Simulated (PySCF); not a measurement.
Si(H)3(vinyl) (C2H6Si), SMILES C=C[SiH3].

Coordinates come from a B3LYP-D3(BJ)/def2-TZVP optimisation.

Method: r2SCAN/def2-TZVPD in PySCF.

The molecule is in vacuum.

Problem. Estimate the frontier levels, gap, dipole moment and polarisability. (The exact figures need the calculation; the answer reports its results.)

Solution. 
```json
{
 "highest_occupied_level": "-7.11 eV",
 "lowest_empty_level": "-1.31 eV",
 "orbital_gap": "5.79 eV",
 "dipole_moment": "0.73 D",
 "quadrupole, principal values (traceless, Buckingham form, about the centre of nuclear charge)": "-2.99, 1.35, 1.65 D·Å",
 "mean_static_polarisability": "55.1 bohr³ (8.16 Å³)",
 "polarisability_principal_values": "44.8, 50.7, 69.8 bohr³"
}
```
